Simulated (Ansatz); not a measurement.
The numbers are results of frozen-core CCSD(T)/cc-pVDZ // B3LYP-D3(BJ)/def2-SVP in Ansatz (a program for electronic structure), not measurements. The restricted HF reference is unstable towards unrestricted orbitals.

Ansatz 0.2 input:
```yaml
crystal:
  periodic: [false, false, false]
  atoms:
    - { symbol: O, position_ang: [3.519411, 0.093057, 0.059876] }
    - { symbol: C, position_ang: [2.384282, 0.179838, -0.340814] }
    - { symbol: Si, position_ang: [0.88267, -0.615045, 0.595327] }
    - { symbol: C, position_ang: [0.156949, -1.997279, -0.448187] }
    - { symbol: C, position_ang: [-1.031015, -1.560224, -0.930527] }
    - { symbol: C, position_ang: [-1.466056, -0.20934, -0.511537] }
    - { symbol: C, position_ang: [-0.643021, 0.45619, 0.331157] }
    - { symbol: C, position_ang: [-0.884171, 1.842967, 0.813047] }
    - { symbol: F, position_ang: [0.120516, 2.662277, 0.425893] }
    - { symbol: F, position_ang: [-0.927741, 1.899068, 2.158461] }
    - { symbol: F, position_ang: [-2.030818, 2.372247, 0.352596] }
    - { symbol: H, position_ang: [2.151623, 0.716354, -1.304014] }
    - { symbol: H, position_ang: [1.266379, -0.934582, 1.991598] }
    - { symbol: H, position_ang: [0.569611, -2.974963, -0.704554] }
    - { symbol: H, position_ang: [-1.665673, -2.146341, -1.603503] }
    - { symbol: H, position_ang: [-2.402945, 0.215776, -0.88482] }
basis:
  gaussian: { orbitals: cc-pVDZ }
correlation:
  method: ccsd_t
```

Output:

```
Functional definition: HF
1704 factors; integrals over basis functions are off by at most 1.1e-3 eV
mean field evaluation 1: about -24270.7817 eV, gradient 5.6e1 eV
mean field evaluation 2: about -24271.1923 eV, gradient 5.7e1 eV
mean field evaluation 4: about -24278.5284 eV, gradient 6.6e0 eV
mean field evaluation 8: about -24278.7042 eV, gradient 5.9e-1 eV
mean field evaluation 16: about -24278.7077 eV, gradient 3.2e-6 eV
mean field -24278.70767459 eV, -892.2260503419 hartree, gradient 3.2e-6 eV, S^2 0.000000; 0 other end points of the search recorded, 0 dependent functions left out; unrestricted orbitals would lower it
15 core orbitals not correlated
reference -24278.70767459 eV, -892.2260503419 hartree; 30, 30 occupied and 138, 138 virtual orbitals, 1704 factors
second order -43.43751141 eV of doubles, -0.00000000 eV of singles
cycle   1  -43.55281373 eV  change   -1.2e-1 eV  update   1.6e-1
cycle   2  -44.68468595 eV  change    -1.1e0 eV  update   5.1e-2
cycle   3  -44.99174965 eV  change   -3.1e-1 eV  update   2.9e-2
cycle   4  -44.99088914 eV  change    8.6e-4 eV  update   8.7e-3
cycle   5  -44.98340951 eV  change    7.5e-3 eV  update   5.4e-3
cycle   6  -44.98614433 eV  change   -2.7e-3 eV  update   1.9e-3
cycle   7  -44.98637496 eV  change   -2.3e-4 eV  update   1.0e-3
cycle   8  -44.98581290 eV  change    5.6e-4 eV  update   5.1e-4
cycle   9  -44.98567490 eV  change    1.4e-4 eV  update   2.2e-4
cycle  10  -44.98587729 eV  change   -2.0e-4 eV  update   9.7e-5
cycle  11  -44.98575517 eV  change    1.2e-4 eV  update   3.5e-5
cycle  12  -44.98575491 eV  change    2.6e-7 eV  update   1.6e-5
perturbative correction -1.49462698 eV, -0.0549265284 hartree
Total energy: -24325.18805647 eV, -893.9341728707 hartree
```

Cost: about 12 core-minutes (a rough figure).
